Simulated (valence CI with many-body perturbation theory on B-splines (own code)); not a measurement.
**I¹⁴⁺ in brief**

Method: configuration interaction combined with many-body perturbation theory (CI+MBPT): three valence electrons over a frozen Dirac-Fock core [Kr], a basis of 7 s, 7 p, 8 d, 6 f, 4 g, 1 h functions for each j, with the one-electron correlation potential Σ1, the two-electron term Σ2, the three-electron term Σ3, Breit, model QED; selected CI, second order for the rest, scaled by the run's own slope (own B-spline code, finite nucleus).

No measured levels were compared; by estimate terms of the open shell hold to 2 to 4 % of their energy, and close levels can change places. Excitations out of the core, of the other parity, are not computed and may begin above about 61.6 eV (a cautious bound); beyond it only levels of the ground parity were kept, without lifetimes.

Names give the largest LS component (configuration and term), which can be under half, so a name can repeat, a term be missing and a line seem to break the LS rules; names also repeat where a configuration has a term twice.

Rates and lifetimes use the calculated energies. Strong lines usually hold to 10 to 20 %, long lifetimes can be off by a factor of two.

Task: What is the ground level?

Result: 4d3 4F_3/2, composition 86 % 4d3 4F + 12 % 4d3 2D, g = 0.463.

Task: How is the term 4F of the ground level split?

Result: J = 3/2 at 0, J = 5/2 at 9768, J = 7/2 at 18219, J = 9/2 at 24361 cm⁻¹.

Task: What is the ionisation energy?

Result: 336.34 eV; NIST lists 335 ± 3 eV (theoretical).

Task: How well does LS coupling describe the low levels?

Result: Among the lowest 20 levels the leading LS term, summed over configurations, holds 80 % on average. For single configurations the figures are 80 % in LS and 74 % in jj coupling. Terms mix most in the J = 3/2 level at 49301 cm⁻¹, where the leading one holds 48 %.
